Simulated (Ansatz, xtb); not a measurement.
## Ranking isomers of Al2FH5OSi

5 gas-phase structures of Al2FH5OSi, found in a search over its isomers (lower ones may exist). Each was relaxed with GFN2-xTB; where two conformers were screened, the lower at r2SCAN-D4/def2-SVP is listed:

A. `[F][AlH][AlH][O][SiH3]`, a singlet
B. `[F][AlH][O][AlH][SiH3]`, a singlet
C. `[F][AlH][SiH2][O][AlH2]`, a singlet
D. a singlet given by its coordinates
E. `[F][Al]([SiH3])[O][AlH2]`, a singlet

D (Å):

```xyz
10

Al    1.4174    2.3129    0.0307
Al    2.7987    1.1595    1.7729
F     0.0699    2.5264   -0.9172
O     1.1760    0.6889    1.1184
Si    0.0793   -0.5451    1.3363
H     3.9228    0.1483    1.3886
H     2.7559    1.5872    3.2729
H    -0.8128   -0.4555    0.1850
H    -0.5880   -0.2710    2.6051
H     0.8536   -1.7816    1.3586
```

Close contacts (Å): Al1–Al2 2.50, Al1–F3 1.66, Al1–O4 1.97, Al2–O4 1.81, O4–Si5 1.67, Al2–H6 1.56, Al2–H7 1.56, Si5–H8 1.46, Si5–H9 1.46, Si5–H10 1.46.

**Question.** Make a reasoned guess at their ranking by r2SCAN-D4/def2-SVP single-point energy.

**Answer.** Calculated order at r2SCAN-D4/def2-SVP: E (0.0), B (5.1), D (72.8), C (103.3), A (134.0) kJ/mol.

Energies above the lowest of each column, in kJ/mol; the last columns are at PBE0-D3(BJ)/def2-SVP geometries and were run for some of them only (a dash: not run or not comparable):

```json
{"structure": "E", "GFN2-xTB": "0.0", "HF/STO-3G": "0.0", "r2SCAN-D4/def2-SVP": "0.0", "PBE0-D3(BJ)/def2-SVP": "0.0", "CCSD(T)/def2-SVP + ΔMP2/def2-TZVPP": "0.0"}
{"structure": "B", "GFN2-xTB": "20.0", "HF/STO-3G": "6.8", "r2SCAN-D4/def2-SVP": "5.1", "PBE0-D3(BJ)/def2-SVP": "3.9", "CCSD(T)/def2-SVP + ΔMP2/def2-TZVPP": "2.8"}
{"structure": "D", "GFN2-xTB": "21.5", "HF/STO-3G": "126.2", "r2SCAN-D4/def2-SVP": "72.8", "PBE0-D3(BJ)/def2-SVP": "63.5", "CCSD(T)/def2-SVP + ΔMP2/def2-TZVPP": "64.4"}
{"structure": "C", "GFN2-xTB": "47.8", "HF/STO-3G": "124.1", "r2SCAN-D4/def2-SVP": "103.3", "PBE0-D3(BJ)/def2-SVP": "–", "CCSD(T)/def2-SVP + ΔMP2/def2-TZVPP": "–"}
{"structure": "A", "GFN2-xTB": "56.8", "HF/STO-3G": "254.6", "r2SCAN-D4/def2-SVP": "134.0", "PBE0-D3(BJ)/def2-SVP": "–", "CCSD(T)/def2-SVP + ΔMP2/def2-TZVPP": "–"}
```

Every level run on E puts it lowest or level with the lowest. Some further structures that were screened fall inside this span and aren't listed. Flexible structures stand in one conformer each, not always the lowest. Frequencies (PBE0-D3(BJ)/def2-SVP) were run for B, D, E alone. ΔMP2 is the change of the MP2 energy from the smaller to the larger basis.

Over these structures GFN2-xTB departs from r2SCAN-D4/def2-SVP by 33.0 kJ/mol on average once a common shift is removed. A GFN2-xTB relaxation took about 0.27 s and the r2SCAN-D4/def2-SVP energy about 1.4 s on a shared host (Ansatz 0.2.0, xtb 6.7.1).
